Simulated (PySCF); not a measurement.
## Finite-field polarisability of Sb (antimony, neutral)

[Kr] 4d10 5s2 5p3, high-spin 4S determinant. All numbers are calculated (PySCF 2.14, scalar relativity through the core potential, in aug-cc-pVTZ-PP with one added diffuse shell each of d, f type with ECP28MDF (6s5p5d3f, 67 functions)). Frozen: 4s2 4p6 4d10. Energy changes in a uniform field (μhartree):

| axis | F (au) | HF | MP2 | CCSD | CCSD(T) |
| --- | --- | --- | --- | --- | --- |
| x | 0.0021 | -97.679 | -97.607 | -97.701 | -97.920 |
| x | 0.0042 | -391.061 | -390.780 | -391.157 | -392.038 |

Question: Derive α along x at CCSD(T) from the two fields.

Answer: With ΔE = −αF²/2 − γF⁴/24, α = −(16 ΔE(F) − ΔE(2F))/(6F²) = 44.39 bohr³.

Question: And the mean polarisability at each level?

Answer: HF 44.29, MP2 44.25, CCSD 44.30, CCSD(T) 44.39 bohr³. Reference: 43 ± 2 bohr³ (recommended; Schwerdtfeger and Nagle, table of static dipole polarizabilities (2023 update)).
